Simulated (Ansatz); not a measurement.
CH5FN2SSi, relaxed with RKS PBE0-D4/def2-TZVP in Ansatz 0.2.0 from a PBE-D4/def2-SVP geometry. The force threshold is 0.005 eV/Å; the program also tests the step.

Total charge 0; spin multiplicity 1. The bonds changed during the relaxation, so this is another structure than the one it started from.

Start:

```xyz
11

N     0.730    0.765    0.449
C     0.531   -0.320   -0.311
S     1.930   -1.124   -1.087
N    -0.682   -0.784   -0.533
Si   -2.381   -0.047    0.160
F    -1.612    0.628    1.568
H     1.633    1.231    0.475
H    -0.076    1.053    1.047
H     2.802   -0.919   -0.057
H    -0.710   -1.702   -0.985
H    -2.166    1.219   -0.727
```

(1) How much energy does the relaxation release, and in how many steps? (An estimate is asked.)

(2) Which bonds change most? (An estimate is asked.)

(3) Give the relaxed structure. (Estimate.)

Answers

(1) Ansatz gave: 8.67 kJ/mol, in 13 steps, 1 of them rejected.

(2) Ansatz gave: Si5–F6 from 1.741 to 1.692 Å; N4–Si5 from 1.977 to 1.944 Å; C2–S3 from 1.790 to 1.763 Å; N1–H8 from 1.044 to 1.018 Å.

(3) Ansatz gave: 
```xyz
11

N     0.733    0.745    0.450
C     0.520   -0.334   -0.292
S     1.890   -1.137   -1.057
N    -0.678   -0.788   -0.497
Si   -2.362   -0.036    0.119
F    -1.686    0.546    1.557
H     1.621    1.208    0.453
H    -0.048    1.093    1.002
H     2.788   -0.847   -0.101
H    -0.717   -1.690   -0.948
H    -2.060    1.240   -0.685
```
